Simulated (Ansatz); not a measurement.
Geometry optimisation, RKS r2SCAN-D4/def2-SVP (Ansatz 0.2.0).

Input:

```yaml
crystal:
  periodic: [false, false, false]
  atoms:
    - { symbol: F, position_ang: [-0.9822, -1.0306, 1.7074] }
    - { symbol: Al, position_ang: [0.1668, -0.2804, 0.555] }
    - { symbol: Cl, position_ang: [2.1298, -1.2075, 0.3153] }
    - { symbol: Se, position_ang: [-0.3255, 1.6772, -0.7385] }
    - { symbol: H, position_ang: [-0.939, 0.7677, -1.8806] }
basis:
  gaussian: { orbitals: def2-SVP }
hamiltonian:
  xc: r2scan
  dispersion: d4
relax:
  f_tol: 0.02
  max_steps: 50
```

Command:

```bash
$ ansatz run input.yaml --threads 2 --pin off --max-ram 3072MiB --backend cpu --events-out ev --progress --plain --runs-dir out
```

Task: Where does it end, and by what steps?

Result: The forces met the threshold. The force dipped under the threshold on the way, but the program's further checks kept it going. After 16 steps the energy has fallen by 0.703 eV; H5 moved furthest, 1.06 Å.

| step | energy less start (eV) | largest force component (eV/Å) | accepted |
| --- | --- | --- | --- |
| 0 | 0.0000 | 1.986 | yes |
| 1 | -0.4072 | 1.237 | yes |
| 2 | -0.4707 | 0.238 | yes |
| 3 | -0.4747 | 0.040 | yes |
| 4 | -0.4750 | 0.020 | yes |
| 5 | -0.4755 | 0.037 | yes |
| 6 | -0.4663 | 0.642 | no |
| 7 | -0.4773 | 0.042 | yes |
| 8 | -0.4831 | 0.228 | yes |
| 9 | -0.5101 | 0.297 | yes |
| 10 | -0.5359 | 0.780 | yes |
| 11 | -0.5959 | 0.924 | yes |
| 12 | -0.6532 | 0.899 | yes |
| 13 | -0.6908 | 0.524 | yes |
| 14 | -0.7024 | 0.098 | yes |
| 15 | -0.7029 | 0.024 | yes |
| 16 | -0.7029 | 0.002 | yes |

```xyz
5
Properties=species:S:1:pos:R:3
F -0.992 -1.082 1.078
Al 0.311 -0.381 0.328
Cl 2.231 -1.020 0.833
Se -0.021 1.257 -1.233
H -1.479 1.151 -1.047
```

Run time: 32 s on 2 threads of AMD EPYC 9R14 (Zen 4), with other jobs on the host, peak memory 0.18 GiB.
